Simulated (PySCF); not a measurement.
Bonding in `C=C[C@@H]1C[C@@H]1[Si@H](P)N[SiH3]`

C5H14NPSi2.
SMILES with atom numbers: `[CH2:1]=[CH:2][C@@H:3]1[CH2:4][C@@H:5]1[Si@H:6]([PH2:7])[NH:8][SiH3:9]` (hydrogens: H10, H11 on C1; H12 on C2; H13 on C3; H14, H15 on C4; H16 on C5; H17 on Si6; H18, H19 on P7; H20 on N8; H21, H22, H23 on Si9)

Geometry (GFN2-xTB, Å), atoms numbered from 1 in this order:
```xyz
23
C5H14NPSi2 angstrom
C     -2.271    1.695    0.707
C     -1.622    0.546    0.612
C     -1.858   -0.453   -0.437
C     -1.602   -1.903   -0.149
C     -0.688   -1.172   -1.081
Si     1.098   -0.801   -0.593
P      1.444   -1.401    1.539
N      1.418    0.895   -0.724
Si     2.300    1.957    0.329
H     -2.070    2.399    1.496
H     -3.034    1.976   -0.001
H     -0.863    0.286    1.340
H     -2.692   -0.219   -1.090
H     -1.218   -2.150    0.833
H     -2.284   -2.640   -0.548
H     -0.827   -1.393   -2.133
H      1.970   -1.525   -1.542
H      1.408   -2.761    1.280
H      2.822   -1.366    1.445
H      0.938    1.347   -1.484
H      3.553    1.285    0.677
H      2.538    3.166   -0.460
H      1.534    2.258    1.541
```

Bond orders from the PBE0/pcSseg-1 density (PySCF). One conformer (not necessarily the lowest) at the GFN2-xTB geometry, without solvent, vibrations or thermal averaging.

How far do the computed orders between heavy atoms stray from the drawn ones?

The largest departure is 0.149, at C5–Si6 (drawn single, 0.851). Drawn single, order below 0.88: C5–Si6 (0.851).

Set the Mayer orders of the bonds between heavy atoms beside their lengths.

| bond | drawn as | length (Å) | Mayer order |
| --- | --- | --- | --- |
| C1–C2 | double | 1.323 | 1.978 |
| C2–C3 | single | 1.468 | 1.039 |
| C3–C4 | single | 1.500 | 0.926 |
| C4–C5 | single | 1.496 | 0.955 |
| C5–Si6 | single | 1.889 | 0.851 |
| Si6–P7 | single | 2.242 | 1.055 |
| Si6–N8 | single | 1.731 | 0.945 |
| N8–Si9 | single | 1.736 | 0.952 |
| C5–C3 | single | 1.517 | 0.891 |

By pair of heavy elements: C–C: lowest C5–C3 (0.891, 1.517 Å), highest C1–C2 (1.978, 1.323 Å). N–Si: all 2 within 0.02 of one another (0.945 to 0.952).

And the bonds to hydrogen?

C–H: 0.92 to 0.96 (7 bonds); H–Si: 0.89 to 0.95 (4 bonds); H–P: 0.93 (2 bonds); H–N: 0.93 (1 bond).

Sum the orders of all bonds at each heavy atom with more than one neighbour and set the sums beside the valence in the SMILES.

C1 3.883 (drawn 4), C2 3.940 (drawn 4), C3 3.818 (drawn 4), C4 3.785 (drawn 4), C5 3.643 (drawn 4), Si6 3.745 (drawn 4), P7 2.918 (drawn 3), N8 2.825 (drawn 3), Si9 3.749 (drawn 4). Orders between atoms that aren't bonded are not in these sums.

Mayer orders depend on the basis set.
